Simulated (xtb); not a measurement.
Si(H)2(Me)(SH) (CH6SSi), SMILES C[SiH2]S. All values are semi-empirical tight-binding results from xtb (GFN2-xTB unless named), good for trends rather than for accurate numbers. The structure is a stationary point at GFN2-xTB. Other conformers were not sampled.

Optimised geometry:

Bond lengths (Å): Si1–C2 1.894, Si1–S3 2.157, Si1–H4 1.455, Si1–H5 1.461, C2–H6 1.087, C2–H7 1.085, C2–H8 1.087, S3–H9 1.325. Angles (°): C2–Si1–S3 109.2, C2–Si1–H4 113.0, C2–Si1–H5 111.1, S3–Si1–H4 103.0, S3–Si1–H5 107.5, H4–Si1–H5 112.5, Si1–C2–H6 111.7, Si1–C2–H7 110.6, Si1–C2–H8 111.4, H6–C2–H7 107.6, H6–C2–H8 107.6, H7–C2–H8 107.8, Si1–S3–H9 96.7.

Computed properties:
- orbital gap = 4.79 eV
- zero-point energy = 38.6 kcal/mol
- G − E(el) at 298.15 K (modified RRHO) = 20.3 kcal/mol
- static polarisability (D4 model) = 63.5 bohr³
- solvation energy, GFN2-xTB/ALPB(water) = -0.6 kcal/mol
- solvation energy, GFN2-xTB/ALPB(ether) = -4.5 kcal/mol

Computed atomic charges and the Wiberg bond orders between heavy atoms:
charges (e) Si1 0.49, C2 -0.20, S3 -0.42, H4 -0.07, H5 -0.07, H6 0.04, H7 0.03, H8 0.05, H9 0.16. Bond orders Si1–C2 0.92, Si1–S3 0.96.
